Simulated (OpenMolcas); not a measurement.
An atom or ion with 30 electrons was computed by MS-RASPT2, IPEA 0.25 Eh, imaginary shift 0.1 Eh with spin-orbit coupling (OpenMolcas, ANO-RCC-VQZP, DKH2). The lowest levels that the run gave, each within 12 % of the measured value where one is at hand:

| J | Parity | E (cm-1) | g |
| --- | --- | --- | --- |
| 0 | even | 0.0 |  |
| 0 | odd | 87516 |  |
| 1 | odd | 88935 | 1.500 |
| 2 | odd | 92057 | 1.501 |
| 1 | odd | 132235 | 1.001 |
| 0 | even | 210269 |  |
| 2 | even | 210281 | 1.064 |
| 1 | even | 212184 | 1.501 |
| 2 | even | 215835 | 1.437 |

**Question.** Which ion is it, and what are the configurations and terms?

**Answer.** Se⁴⁺ (Z = 34, charge +4; active space 2 electrons in 9 orbitals (RAS2 4s 4p; RAS3 4d, at most 2 electrons)). J, parity and g give the terms where levels are pure, and mixed ones are named by the computed weights; the size of the splittings, set against known spectra of the 30-electron sequence, gives the charge. In order, with the measured energies in cm-1 (the list in Rauch et al., Astron. Astrophys. 606, A105 (2017)): 4s2 1S0, 4s 4p 3P* 0 (89749), 4s 4p 3P* 1 (91350), 4s 4p 3P* 2 (94960), 4s 4p 1P* 1 (131733), 4p2 3P0 (211794), 4p2 1D2 (213203), 4p2 3P1 (214091), 4p2 3P2 (218615).

Active for correlation alone: 4d; no level in the range computed is led by a configuration that fills it, so any true level of that kind is missing. Some terms mix strongly with configurations of 4d, whose occupation reaches 0.21 (4p2 1D). Measured partners are found by configuration, term and J. A level has none where our copy of the source lacks it or the pairing is in doubt (some pairs that miss far off the trend of their configuration count as doubtful), and it then counts in no deviation. Only configurations of the active space appear.

* marks odd parity.
